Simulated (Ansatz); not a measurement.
Breaking a bond: BeH (cation, charge +1), singlet.

- RKS-PBE = restricted PBE/cc-pVTZ run with Ansatz (an electronic-structure program)
- RCCSD(T) = CCSD(T) on RHF/cc-pVTZ, frozen core in Ansatz
- UCCSD(T) = CCSD(T) on UHF/cc-pVTZ, frozen core in Ansatz
- UKS-PBE = unrestricted PBE/cc-pVTZ (Ansatz)
- FCI = full CI/cc-pVTZ, frozen core run with Ansatz

Cost and accuracy over the 22 points of the scan, with FCI as yardstick. Costs are rough ratios of core time within Ansatz on shared cores, each with its mean field (Kohn-Sham runs search longer for lower solutions than correlated ones do); the miss is the largest error against full CI of the curve after the mean shift, in kJ/mol.

```tsv
level	relative cost	largest error
RKS-PBE	1	61.5
RCCSD(T)	2	0.0
UCCSD(T)	2	0.1
UKS-PBE	3	19.5
```

Costs within a factor of two of each other count as equal.

The restricted form behind RKS-PBE keeps the bonding electrons paired and can't separate into open-shell fragments. With two correlated electrons CCSD is exact in the basis where it finds the lowest root (RCCSD(T), UCCSD(T)). The unrestricted determinant behind UCCSD(T) is spin-contaminated at 1.65 to 5.23 Å (<S²> up to 1.0, against 0.00 for a pure singlet). The unrestricted determinant behind UKS-PBE is spin-contaminated at 2.19 to 5.23 Å (<S²> up to 0.9, against 0.00 for a pure singlet).
